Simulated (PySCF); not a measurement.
SMILES c1c[se]c(Cc2nccs2)c1 (C₈H₇NSSe) (GFN2-xTB optimised geometry):

```
18

C     -1.281    -3.322     0.000
C      0.074    -3.322     0.000
Se     0.782    -1.603     0.000
C     -0.984    -0.994     0.000
C     -1.375     0.454     0.013
C     -0.217     1.374    -0.093
N      1.012     1.000    -0.080
C      1.878     2.037    -0.182
C      1.295     3.256    -0.277
S     -0.422     3.104    -0.237
C     -1.865    -2.032     0.002
H     -1.876    -4.220    -0.002
H      0.704    -4.193    -0.003
H     -2.071     0.657    -0.809
H     -1.916     0.679     0.942
H      2.933     1.837    -0.182
H      1.752     4.220    -0.366
H     -2.933    -1.885     0.004
```

Method: PySCF with PBE0/def2-SVP.

### Question
What are the frontier orbital energies and the dipole moment?

### Answer
HOMO-2 -7.38 eV, HOMO-1 -6.40 eV, HOMO -6.20 eV, LUMO -0.92 eV, LUMO+1 -0.05 eV; dipole moment 2.58 D.

Meta-Löwdin charges at PBE0/def2-SVP: C1 -0.14, C2 -0.29, Se3 0.33, C4 -0.14, C5 -0.19, C6 0.04, N7 -0.25, C8 -0.03, C9 -0.25, S10 0.22, C11 -0.15, H12 0.11, H13 0.12, H14 0.13, H15 0.13, H16 0.13, H17 0.14, H18 0.10.
